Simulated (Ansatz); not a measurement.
Relaxation of ClF₆HW (9 atoms, charge 0, multiplicity 1), to a largest force component of 0.03 eV/Å in at most 50 steps.

All numbers below come from RKS LDA/def2-SVP in Ansatz.

```xyz
9
Properties=species:S:1:pos:R:3
W -0.098 -0.103 -0.133
F 0.025 0.030 1.710
F 1.727 -0.147 -0.302
F -0.155 1.721 -0.306
F -1.935 -0.125 0.021
F -0.106 -1.939 0.034
F -0.269 -0.278 -1.954
Cl 2.097 2.131 1.639
H 1.356 1.461 2.527
```

Problem. Where does it end, and by what steps?

Solution. The run converged. After 6 steps the energy has fallen by 0.054 eV; Cl8 moved furthest, 0.30 Å.

```
step  energy less start (eV)  largest force component (eV/Å)  accepted
   0                  0.0000                           0.756       yes
   1                 -0.0304                           0.539       yes
   2                 -0.0460                           0.104       yes
   3                 -0.0513                           0.110       yes
   4                 -0.0528                           0.169       yes
   5                 -0.0538                           0.228       yes
   6                 -0.0543                           0.006       yes
```

```xyz
9
Properties=species:S:1:pos:R:3
W -0.121 -0.122 -0.161
F 0.067 0.086 1.677
F 1.707 -0.138 -0.334
F -0.154 1.704 -0.351
F -1.950 -0.129 0.046
F -0.112 -1.949 0.064
F -0.312 -0.333 -1.974
Cl 2.186 2.249 1.901
H 1.331 1.384 2.370
```

The run took 7.8 s on 4 threads of Intel(R) Xeon(R) Platinum 8488C (Sapphire Rapids), with other jobs on the host, peak memory 0.23 GiB.
